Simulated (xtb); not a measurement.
xtb input (GFN1-xTB):

```bash
xtb mol.xyz --gfn 1 --sp --chrg 0 --uhf 0
```
mol.xyz:
```
5

Cl    -1.84341049     0.92876352    -0.03675160
Sn    -0.01835482    -0.53086366     0.03414340
Cl     1.90307311     0.79681676    -0.07423203
H     -0.06613417    -1.48902550    -1.36867364
H     -0.03038932    -1.30265608     1.54822539
```

Output:

```
           -------------------------------------------------
          |                Calculation Setup                |
           -------------------------------------------------

           -------------------------------------------------
          |                 G F N 1 - x T B                 |
           -------------------------------------------------

        Reference                      10.1021/acs.jctc.7b00118
      * Hamiltonian:
        H0-scaling (s, p, d)           1.850000    2.250000    2.000000
        zeta-weighting                 0.000000
      * Dispersion:
        s8                             2.400000
        a1                             0.630000
        a2                             5.000000
        s9                             0.000000
      * Repulsion:
        kExp                           1.500000
        rExp                           1.000000
      * Coulomb:
        alpha                          2.000000
        third order                    atomic
        anisotropic                    false
      * Halogen bond correction:
        rad-scale                      1.300000
        damping                        0.440000

          ...................................................
          :                      SETUP                      :
          :.................................................:
          :  # basis functions                  34          :
          :  # atomic orbitals                  31          :
          :  # shells                           13          :
          :  # electrons                        20          :
          :  # halogen bonds                     0          :
          :  max. iterations                   250          :
          :  Hamiltonian                  GFN1-xTB          :
          :  restarted?                      false          :
          :  GBSA solvation                  false          :
          :  PC potential                    false          :
          :  electronic temp.          300.0000000     K    :
          :  accuracy                    1.0000000          :
          :  -> integral cutoff          0.2500000E+02      :
          :  -> integral neglect         0.1000000E-07      :
          :  -> SCF convergence          0.1000000E-05 Eh   :
          :  -> wf. convergence          0.2000000E-04 e    :
          :  Broyden damping             0.4000000          :
          :  net charge                          0          :
          :  unpaired electrons                  0          :
          ...................................................

 iter      E             dE          RMSdq      gap      omega  full diag
   1    -12.1188826 -0.121189E+02  0.239E+00    4.97       0.0  T
   2    -12.1328796 -0.139970E-01  0.148E+00    5.15       1.0  T
   3    -12.1330052 -0.125668E-03  0.867E-01    5.12       1.0  T
   4    -12.1330102 -0.495747E-05  0.640E-02    5.10       1.0  T
   5    -12.1330156 -0.538881E-05  0.282E-03    5.10      15.9  T
   6    -12.1330156 -0.381561E-08  0.116E-03    5.10      38.6  T
   7    -12.1330156 -0.172516E-09  0.391E-05    5.10    1142.8  T
   8    -12.1330156 -0.651568E-11  0.291E-06    5.10   15345.2  T

   *** convergence criteria satisfied after 8 iterations ***

         #    Occupation            Energy/Eh            Energy/eV
      -------------------------------------------------------------
         1        2.0000           -0.9604600             -26.1354
       ...           ...                  ...                  ...
         4        2.0000           -0.5149548             -14.0126
         5        2.0000           -0.4995446             -13.5933
         6        2.0000           -0.4946481             -13.4601
         7        2.0000           -0.4692384             -12.7686
         8        2.0000           -0.4692162             -12.7680
         9        2.0000           -0.4644280             -12.6377
        10        2.0000           -0.4635161             -12.6129 (HOMO)
        11                         -0.2759550              -7.5091 (LUMO)
        12                         -0.1910821              -5.1996
        13                         -0.1811420              -4.9291
        14                         -0.1229119              -3.3446
        15                         -0.1049208              -2.8550
       ...                                ...                  ...
        31                          1.1422497              31.0822
      -------------------------------------------------------------
                  HL-Gap            0.1875611 Eh            5.1038 eV
             Fermi-level           -0.3697355 Eh          -10.0610 eV

 SCC (total)                   0 d,  0 h,  0 min,  0.004 sec
 SCC setup                      ...        0 min,  0.000 sec (  1.228%)
 Dispersion                     ...        0 min,  0.000 sec (  0.410%)
 classical contributions        ...        0 min,  0.000 sec (  0.156%)
 integral evaluation            ...        0 min,  0.001 sec ( 28.404%)
 iterations                     ...        0 min,  0.001 sec ( 25.469%)
 molecular gradient             ...        0 min,  0.002 sec ( 42.305%)
 printout                       ...        0 min,  0.000 sec (  1.896%)

         :::::::::::::::::::::::::::::::::::::::::::::::::::::
         ::                     SUMMARY                     ::
         :::::::::::::::::::::::::::::::::::::::::::::::::::::
         :: total energy             -12.121050002611 Eh    ::
         :: gradient norm              0.017492176961 Eh/a0 ::
         :: HOMO-LUMO gap              5.103798442862 eV    ::
         ::.................................................::
         :: SCC energy               -12.133015590968 Eh    ::
         :: -> electrostatic           0.005149996683 Eh    ::
         :: repulsion energy           0.013707971877 Eh    ::
         :: dispersion energy         -0.001742383521 Eh    ::
         :: halogen bond corr.         0.000000000000 Eh    ::
         :: add. restraining           0.000000000000 Eh    ::
         :: total charge              -0.000000000000 e     ::
         :::::::::::::::::::::::::::::::::::::::::::::::::::::

           -------------------------------------------------
          |                Property Printout                |
           -------------------------------------------------

    * Orbital Energies and Occupations

         #    Occupation            Energy/Eh            Energy/eV
      -------------------------------------------------------------
         1        2.0000           -0.9604600             -26.1354
         2        2.0000           -0.8959077             -24.3789
         3        2.0000           -0.8723341             -23.7374
         4        2.0000           -0.5149548             -14.0126
         5        2.0000           -0.4995446             -13.5933
         6        2.0000           -0.4946481             -13.4601
         7        2.0000           -0.4692384             -12.7686
         8        2.0000           -0.4692162             -12.7680
         9        2.0000           -0.4644280             -12.6377
        10        2.0000           -0.4635161             -12.6129 (HOMO)
        11                         -0.2759550              -7.5091 (LUMO)
        12                         -0.1910821              -5.1996
        13                         -0.1811420              -4.9291
        14                         -0.1229119              -3.3446
        15                         -0.1049208              -2.8550
        16                         -0.0943393              -2.5671
        17                         -0.0573361              -1.5602
        18                         -0.0528625              -1.4385
Note: The following floating-point exceptions are signalling: IEEE_DENORMAL
normal termination of xtb
        19                         -0.0324851              -0.8840
        20                         -0.0314708              -0.8564
        21                         -0.0311254              -0.8470
       ...                                ...                  ...
        31                          1.1422497              31.0822
      -------------------------------------------------------------
                  HL-Gap            0.1875611 Eh            5.1038 eV
             Fermi-level           -0.3697355 Eh          -10.0610 eV

  Mulliken/CM5 charges         n(s)   n(p)   n(d)
     1Cl   -0.15644 -0.16316   1.944  5.221 -0.009
     2Sn    0.17230  0.08972   1.897  1.575  0.356
     3Cl   -0.15644 -0.16316   1.944  5.221 -0.009
     4H     0.07029  0.11830   0.930  0.000  0.000
     5H     0.07029  0.11830   0.930  0.000  0.000

Wiberg/Mayer (AO) data.
largest (>0.10) Wiberg bond orders for each atom

 ---------------------------------------------------------------------------
     #   Z sym  total        # sym  WBO       # sym  WBO       # sym  WBO
 ---------------------------------------------------------------------------
     1  17 Cl   1.254 --     2 Sn   0.945     4 H    0.110     5 H    0.110
     2  50 Sn   3.123 --     1 Cl   0.945     3 Cl   0.945     5 H    0.617
                             4 H    0.617
     3  17 Cl   1.254 --     2 Sn   0.945     5 H    0.110     4 H    0.110
     4   1 H    0.998 --     2 Sn   0.617     5 H    0.160     1 Cl   0.110
                             3 Cl   0.110
     5   1 H    0.998 --     2 Sn   0.617     4 H    0.160     1 Cl   0.110
                             3 Cl   0.110
 ---------------------------------------------------------------------------

Topologies differ in total number of bonds
Writing topology from bond orders to xtbtopo.mol

 dipole moment from electron density (au)
     X       Y       Z
  -0.0524  -1.5151   0.0974  total (Debye):    3.861

           -------------------------------------------------
          | TOTAL ENERGY              -12.121050002611 Eh   |
          | GRADIENT NORM               0.017492176961 Eh/α |
          | HOMO-LUMO GAP               5.103798442862 eV   |
           -------------------------------------------------

------------------------------------------------------------------------
------------------------------------------------------------------------
 total:
 SCF:
```
